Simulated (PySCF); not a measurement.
C5H4BF, SMILES C#C[C@@H]1C=CB1F.

The structure is a stationary point at B3LYP-D3(BJ)/def2-SVP. The structure was generated by enumeration; whether it is a known compound was not checked.

All values below come from PBE/def2-TZVP in PySCF.

The molecule is in vacuum.

```
Item                                                                                                            Value
---------------------------------------------------------------------------------------------  ----------------------
total energy                                                                                       -317.30438 hartree
highest occupied level                                                                                       -6.19 eV
lowest empty level                                                                                           -2.49 eV
orbital gap                                                                                                   3.70 eV
dipole moment                                                                                                  1.78 D
quadrupole, principal values (traceless, Buckingham form, about the centre of nuclear charge)  -4.76, -0.39, 5.15 D·Å
mean static polarisability                                                                      68.4 bohr³ (10.14 Å³)
polarisability, principal values                                                               49.7, 61.6, 94.0 bohr³
```
